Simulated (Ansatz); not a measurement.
`CC1=CC(C)=[O+][B-](C)(Cl)O1`, charge 0, multiplicity 1.

(1) Give a relaxed structure at PBE0-D4/def2-TZVP (the Gaussian-basis code of Ansatz). (Best estimate.)

## Answers

(1) Computed: 
Z-matrix (Å, degrees):
```
C
C 1 1.484
H 1 1.094 2 108.4
H 1 1.092 2 109.6 3 116.6
H 1 1.088 2 112.1 3 -120.9
O 2 1.280 1 115.5 3 -67.2
C 2 1.388 1 122.7 3 114.4
B 6 1.509 2 120.7 1 167.4
C 7 1.388 2 118.3 1 170.8
H 7 1.079 2 120.6 1 -1.0
Cl 8 1.871 6 106.2 2 -81.9
O 8 1.509 6 107.6 2 31.6
C 8 1.577 6 111.2 2 153.6
C 9 1.484 7 122.7 2 -170.8
H 13 1.095 8 111.4 6 -59.9
H 13 1.092 8 110.9 6 60.4
H 13 1.092 8 110.9 6 179.8
H 14 1.088 9 112.1 7 6.5
H 14 1.092 9 109.5 7 129.1
H 14 1.094 9 108.4 7 -114.4
```
Point group Cs.
This is one stationary point; other conformers may exist.
